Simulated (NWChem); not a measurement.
# C$_{3}$H$_{7}$NSi; SMILES CN1C=C[SiH2]1

```xyz
12

C     -0.1941     2.0487     0.1170
N      0.0095     0.6798    -0.2587
C      1.2070    -0.0107    -0.0511
C      0.9556    -1.3412     0.0987
Si    -0.8294    -0.8849    -0.0004
H      0.6192     2.6797    -0.2808
H     -1.1332     2.4228    -0.3176
H     -0.2398     2.2169     1.2121
H      2.1678     0.5276    -0.0512
H      1.6646    -2.1620     0.1551
H     -1.6519    -0.9066     1.2476
H     -1.6916    -1.3293    -1.1365
```
Atoms are numbered in this order, from 1.

Program: NWChem. Geometry: optimised at PBE0/def2-SVP. No frequency run checked for a minimum.

For level B97-2/def2-SVP:

```
Property                     Value
---------------------------  -----
highest occupied level (eV)  -5.44
orbital gap (eV)              5.67
```

Q: What are these values for level BP86/def2-SVP?

A: 
- highest occupied level (eV): -4.60
- orbital gap (eV): 3.85
